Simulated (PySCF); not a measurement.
## Simulated absorption spectrum

Compound: C4H7FOSi.
SMILES: `C=C(C=O)[SiH2]CF`

Theory: PySCF 2.14.0, density-fitted response routines, TDDFT CAM-B3LYP/def2-SVPD, vertical, gas phase, core orbitals frozen in the response. Isolated species at its GFN2-xTB geometry (one conformer only). Torsions of this conformer, `[CH2:1]=[C:2]([CH:3]=[O:4])[SiH2:5][CH2:6][F:7]`: C1–C2–C3–O4 180°, C1–C2–Si5–C6 -120°, C2–Si5–C6–F7 166°.

Broadening: Gaussians 0.5 eV wide at half height, area fixed by f = 4.319×10⁻⁹ ∫ε dν̃. The width is an assumption, not a result. The curve ends short of the highest state used, and states not computed would add to its high-energy end.

```
λ (nm)  ε (L mol⁻¹ cm⁻¹)
 174.1              1060
 178.2              2650
 182.3              4842
 186.5              5939
 190.6              6457
 194.7              8480
 198.8             11160
 203.0             11610
 207.1              9235
 211.2              5996
 215.4              3422
 219.5              1876
 223.6               972
 227.7               457
 231.9               185
 236.0                66
 240.1                21
 244.3                 6
 248.4                 1
 252.5                 0
 256.6                 0
 260.8                 0
 264.9                 0
 269.0                 0
 273.1                 0
 277.3                 0
 281.4                 1
 285.5                 2
 289.7                 4
 293.8                 6
 297.9                10
 302.0                15
 306.2                20
 310.3                24
 314.4                28
 318.6                31
 322.7                32
 326.8                31
 330.9                29
 335.1                26
 339.2                22
 343.3                18
 347.5                14
 351.6                11
 355.7                 8
 359.8                 6
 364.0                 4
 368.1                 3
 372.2                 2
 376.3                 1
 380.5                 1
 384.6                 0
 388.7                 0
 392.9                 0
 397.0                 0
 401.1                 0
```

Question: Where are the band maxima, and which computed states make them?

Answer: 323 nm (3.84 eV), ε about 32, made up of S1 (100%); 201 nm (6.15 eV), ε about 12000, made up of S3 (95%) (ε in L mol⁻¹ cm⁻¹; maxima over ε = 5, shares over 10%). The states used: S1 3.84 eV (f 0.0006); S2 5.79 eV (f 0.028); S3 6.15 eV (f 0.209); S4 6.69 eV (f 0.098); S5 6.97 eV (f 0.0018); S6 7.21 eV (f 0.0040); S7 7.64 eV (f 0.029); S8 7.72 eV (f 0.021).

Question: What would ε be at 6.15 eV, the highest of these maxima, with half the width (0.25 eV)?

Answer: About 22600 L mol⁻¹ cm⁻¹ against 11800, a factor of about 1.9; a lone state at its own centre would give exactly 2.

Question: On this curve, what absorbance would a 10⁻⁵ mol/L sample give at 365 nm over a 1 cm path?

Answer: 365 nm is 3.397 eV, where ε is about 3.6 L mol⁻¹ cm⁻¹, so A = ε c l ≈ 3.6e-05 (Beer–Lambert, with the gas-phase spectrum and the assumed width).

Question: Does any computed singlet lie in the visible range?

Answer: No computed singlet lies in the visible range (380 to 750 nm); the lowest, at 323 nm, stands 0.58 eV above its violet end (3.26 eV).
